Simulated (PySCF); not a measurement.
Ge(Br)(OMe) (CH₃BrGeO), SMILES [Br][Ge][O]C (connectivity only; charge and spin as stated), neutral, multiplicity 1. Coordinates come from a PBE-D3(BJ)/def2-SVP optimisation. The structure was generated by enumeration; whether it is a known compound was not checked. One conformer was computed; it need not be the lowest.

Method: PBE-D3(BJ)/def2-SVP (PySCF).

Harmonic wavenumbers (cm⁻¹): 85, 132, 166, 251, 304, 564, 1080, 1123, 1135, 1401, 1412, 1416, 2936, 3030, 3030. Rotational constants (GHz): 4.038, 1.696, 1.204; symmetry number 1.

Q: Work out the zero-point energy and the ideal-gas rigid-rotor harmonic-oscillator thermochemistry at 298.15 K and 1 atm.

A: ZPE = ½ Σ hcν = ½ × 18066 cm⁻¹ = 108.06 kJ/mol. H − E(el) = 126.45 kJ/mol. Entropy in J/(mol K): translation 173.76, rotation 117.39, vibration 54.49, total 345.63. G − E(el) = 23.39 kJ/mol. Cp = 81.03 J/(mol K). Modes under 150 cm⁻¹ make the vibrational entropy uncertain.
